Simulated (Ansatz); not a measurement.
Reaction (ligand exchange at the Si–C bond): `C=C[SiH](F)S[SiH2]Cl` + HCl → `F[SiH](Cl)S[SiH2]Cl` + `C=C`

Computed with Ansatz on PBE0-D4/def2-TZVP structures; ΔE is electronic, products minus reactants. CCSD(T)/CBS adds triple-zeta CCSD(T) − MP2 to the extrapolated MP2 energy (def2 sets, frozen cores). This one scheme is used for every species. DFT in def2-TZVPP. B3LYP here is the variant with VWN-RPA as its local correlation; programs differ in this. Each species was taken in one conformer, which may not be the lowest.

```csv
level,ΔE (kcal/mol),difference from CCSD(T)/CBS
PBE-D4,-19.6,0.6
r2SCAN-D4,-20.7,-0.5
PBE0-D4,-19.9,0.3
B3LYP-D4,-20.3,-0.1
ωB97X-V,-20.5,-0.3
ωB97M-V,-20.6,-0.4
B2PLYP,-21.2,-1.0
PBE,-20.6,-0.4
r2SCAN,-21.1,-0.9
PBE0,-20.8,-0.6
B3LYP,-21.8,-1.6
HF/def2-TZVPP,-23.2,-3.0
MP2/def2-TZVPP,-19.9,0.3
SCS-MP2/def2-TZVPP,-20.1,0.1
CCSD/def2-TZVPP,-19.7,0.5
CCSD(T)/def2-TZVPP,-19.3,0.9
HF/def2-QZVPP,-23.3,-3.1
MP2/def2-QZVPP,-20.4,-0.2
SCS-MP2/def2-QZVPP,-20.7,-0.5
HF/CBS(def2),-23.3,-3.1
MP2/CBS(def2),-20.8,-0.6
CCSD/CBS(def2),-20.6,-0.4
CCSD(T)/CBS,-20.2,0
```

Largest T1 diagnostic among the species: 0.011.

In def2-TZVPP, CCSD(T) changes the Hartree–Fock value by +3.9 kcal/mol (the triples alone add +0.5 kcal/mol) and MP2 by +3.3 kcal/mol. The D4 term adds +1.5 kcal/mol with B3LYP and +0.9 kcal/mol with PBE0; it sums over pairs of atoms, weighted by their polarisabilities, and B3LYP, whose exchange is more repulsive, gets the larger term.
